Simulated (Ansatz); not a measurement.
A series at Ti: from `[F][Ti]([F])([F])[SH]`, ligands are replaced one by one, each step taking up HCl and setting free H–F; n counts the steps. Ansatz, PBE0-D4/def2-TZVP geometries. Each molecule was computed in one conformer, which needn't be the lowest.

| n | molecule | HOMO energy, ωB97M-V/def2-TZVPP (eV) |
| --- | --- | --- |
| 0 | `[F][Ti]([F])([F])[SH]` | ? |
| 1 | `[F][Ti]([F])([SH])[Cl]` | -10.52 |
| 2 | `[F][Ti]([SH])([Cl])[Cl]` | -10.47 |
| 3 | `[SH][Ti]([Cl])([Cl])[Cl]` | -10.43 |

By hand: fit a straight line y = ȳ + b (n − n̄) to the 3 given rows and predict n = 0.

n̄ = 2.000, ȳ = -10.473; Σ(n − n̄)(y − ȳ) = 0.090, Σ(n − n̄)² = 2.000, so b = 0.045 eV a step. Prediction: -10.473 + (0.045) × (-2.000) = -10.56 eV.

By hand: compare with the computed value, -10.56 eV, and give the steps along the whole series.

The line misses by 0.00 eV (computed minus predicted). Steps: 0.04, 0.05, 0.04 eV.

The steps differ by up to 0.01 eV without a steady trend. The highest orbital can change its character along such a series. The miss is 0.0 % of the series' range.
